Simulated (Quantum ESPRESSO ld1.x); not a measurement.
Values are calculated unless marked as measured or tabulated.
Question: The mean radii <r> (bohr) of the occupied orbitals of an atom or ion are listed with their occupations. Code: ld1.x of Quantum ESPRESSO 7.5. Model: non-relativistic Kohn-Sham, Engel-Vosko exchange with Perdew-Wang LDA correlation, spin-unpolarised, spherical densities, point nucleus.

orbital  occ.     <r>
1s          2  0.2286
2s          2   1.310
2p          3   1.502

Name the element and its charge.

Answer: Z = 7, nitrogen, charge 0: N in [He] 2s2 2p3. The 1s radius gives Z: for a bare nucleus <r> = 1.5/Z, 0.2143 bohr for Z = 7, and screening makes it slightly larger (0.2286 here). The occupations add up to 7, and the charge is Z minus that.
